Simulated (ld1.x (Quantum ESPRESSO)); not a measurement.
**Building the ultrasoft potential for Si (LDA (PZ), non-relativistic).**

Input for ld1.x (Quantum ESPRESSO) 7.5:

```
&input
   title='Si', zed=14., rel=0, dft='PZ', iswitch=3,
   config='[Ne] 3s1.75 3p2.25 3d-2',
   nld=3, rlderiv=1.85, eminld=-3.0, emaxld=5.0, deld=0.02
 /
 &inputp
   pseudotype=3, tm=.true., lloc=-1, rcloc=1.25,
   nlcc=.true.,
   file_pseudopw='Si.UPF', file_wfcaegen='ae.wfc', file_wfcncgen='nc.wfc', file_beta='beta', file_chi='chi', file_wfcusgen='us.wfc'
 /
5
3S  1  0   1.75   0.00  1.35  1.65  0.0
3S  1  0   0.00  -0.15  1.35  1.65  0.0
3P  2  1   2.25   0.00  1.30  1.55  0.0
3P  2  1   0.00   0.05  1.30  1.55  0.0
3D  3  2  -2.00   0.30  1.50  1.70  0.0
 &test
   configts(1)='3s1.75 3p2.25'
 /
```

Command:

```bash
ld1.x < Si.in > Si.out
```

The program printed (shortened: banner, matrices, multipoles, cross overlaps and the repeated all-electron block are left out):

```
Program LD1 v.7.5

     !!!!!!!!!!!!!!!!!!! WARNING !!!!!!!!!!!!!!!!!!!!!!!
     Message from routine ld1_readin:
     US requires at least two energies per channel 3D
     !!!!!!!!!!!!!!!!!!!!!!!!!!!!!!!!!!!!!!!!!!!!!!!!!!!
     --------------------------- All-electron run ----------------------------

     Si

     atomic number is 14.00
     dft =PZ   lsd =0 sic =0 latt =0  beta=0.20 tr2=1.0E-14
     Exchange-correlation= PZ
                           (   1   1   0   0   0   0   0)
     mesh =1141 r(mesh) = 100.57892 a.u. xmin = -7.00 dx = 0.01250
     1 Ry =  13.60569312 eV

     n l     nl                  e(Ry)          e(Ha)          e(eV)
     1 0     1S 1( 2.00)      -130.3999       -65.2000     -1774.1813
     2 0     2S 1( 2.00)       -10.1790        -5.0895      -138.4925
     2 1     2P 1( 6.00)        -7.0586        -3.5293       -96.0371
     3 0     3S 1( 1.75)        -0.8110        -0.4055       -11.0338
     3 1     3P 1( 2.25)        -0.3180        -0.1590        -4.3271

     final scf error:  5.7E-15 reached in  24 iterations

     Etot =    -576.261134 Ry,    -288.130567 Ha,   -7840.432149 eV

     Ekin =     574.855120 Ry,     287.427560 Ha,    7821.302355 eV
     Encl =   -1375.218561 Ry,    -687.609280 Ha,  -18710.801712 eV
     Eh   =     263.171300 Ry,     131.585650 Ha,    3580.627940 eV
     Exc  =     -39.068993 Ry,     -19.534497 Ha,    -531.560732 eV

     normalization and overlap integrals

     s(1S/1S) =  1.000000  <r> =   0.1120  <r2> =    0.0169  r(max) =   0.0732
     s(2S/2S) =  1.000000  <r> =   0.5725  <r2> =    0.3919  r(max) =   0.4600
     s(2P/2P) =  1.000000  <r> =   0.5391  <r2> =    0.3671  r(max) =   0.3861
     s(3S/3S) =  1.000000  <r> =   2.1550  <r2> =    5.4223  r(max) =   1.7744
     s(3P/3P) =  1.000000  <r> =   2.7683  <r2> =    9.2258  r(max) =   2.1403

     ------------------------ End of All-electron run ------------------------

     --------------------- Generating US pseudopotential ---------------------

      Generating local potential from pseudized AE potential:
      Matching radius rcloc =   1.2500

      Local pseudo, rcloc= 1.235 Estimated cut-off energy=    15.69 Ry

      Computing core charge for nlcc:

       r > 1.13 : true rho core
       r < 1.13 : rho core = a sin(br)/r    a=   2.84  b=   2.40

      Integrated core pseudo-charge :   1.71

      Wfc   3S  rcut= 1.365  Using Troullier-Martins method
      Wfc-us  3S rcutus= 1.667  Estimated cut-off energy=    15.67 Ry

      Wfc   3S  rcut= 1.365  Using Troullier-Martins method
      Wfc-us  3S rcutus= 1.667  Estimated cut-off energy=    16.64 Ry

      Wfc   3P  rcut= 1.298  Using Troullier-Martins method
      Wfc-us  3P rcutus= 1.546  Estimated cut-off energy=    29.69 Ry

      Wfc   3P  rcut= 1.298  Using Troullier-Martins method
      Wfc-us  3P rcutus= 1.546  Estimated cut-off energy=    30.15 Ry

      Wfc   3D  rcut= 1.508  Using Troullier-Martins method
      Wfc-us  3D rcutus= 1.709  Estimated cut-off energy=    36.33 Ry

     ------------------- End of pseudopotential generation -------------------

     Computing logarithmic derivative in   1.85375
     Computing logarithmic derivative in   1.85375
     Computing the partial wave expansion
     R is outside the sphere for l=    0 j= 0.00
     R is outside the sphere for l=    0 j= 0.00
     R is outside the sphere for l=    1 j= 0.00
     R is outside the sphere for l=    1 j= 0.00
     R is outside the sphere for l=    2 j= 0.00

     ---------------------- Testing the pseudopotential ----------------------

     Si

     atomic number is 14.00   valence charge is  4.00
     dft =PZ   lsd =0 sic =0 latt =0  beta=0.20 tr2=1.0E-14
     mesh =1141 r(mesh) = 100.57892 xmin = -7.00 dx = 0.01250

     n l     nl             e AE (Ry)        e PS (Ry)    De AE-PS (Ry)
     1 0     3S   1( 1.75)       -0.81097       -0.81097        0.00000
     2 1     3P   1( 2.25)       -0.31804       -0.31804        0.00000

     eps = 2.8E-24  iter =  1

     Etot =    -576.261134 Ry,    -288.130567 Ha,   -7840.432149 eV
     Etotps =    -9.138311 Ry,      -4.569156 Ha,    -124.333061 eV

     Ekin =       2.587114 Ry,       1.293557 Ha,      35.199481 eV
     Encl =     -15.645331 Ry,      -7.822666 Ha,    -212.865574 eV
     Ehrt =       5.817705 Ry,       2.908853 Ha,      79.153915 eV
     Ecxc =      -3.869623 Ry,      -1.934812 Ha,     -52.648903 eV
     (Ecc =      -1.687233 Ry,      -0.843617 Ha,     -22.955978 eV)
     Epseu=       1.971823 Ry,       0.985912 Ha,      26.828021 eV

     ---------------------- End of pseudopotential test ----------------------
```

Generation and configuration tests took about 0.74 s on one core of a shared server CPU.
